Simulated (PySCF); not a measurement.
# Stationary points of BrI₂

Level of theory: B3LYP in PySCF with Br def2-SVP, I def2-SVP with ECP28; scalar-relativistic core potentials, no spin–orbit coupling; density-fitted integrals.

Relaxations began from a few typed shapes; open shells are unrestricted. The search is not exhaustive: other isomers or separated fragments can lie lower, and high-lying points may rest on an excited occupation.

```json
{"spin": "doublet", "group": "C2v", "bonds": "Br–I 2.721 Å (×2)", "angles": "I–Br–I 147.9°", "imaginary modes (cm⁻¹)": "none", "ΔE (kJ/mol)": "0.0", "ΔE with ZPE (kJ/mol)": "0.0"}
{"spin": "doublet", "group": "D∞h", "bonds": "Br–I 2.739 Å (×2)", "angles": "I–Br–I 180.0°", "imaginary modes (cm⁻¹)": "114i", "ΔE (kJ/mol)": "13.7", "ΔE with ZPE (kJ/mol)": "–"}
```

The lowest minimum found is the doublet C2v: Br–I 2.721 Å (×2); I–Br–I 147.9°.

For the lowest minimum: with an element this heavy the missing spin–orbit coupling can shift these numbers.

The electron or spin density has lower symmetry than the nuclear frame for the doublet D∞h at 13.7 kJ/mol.
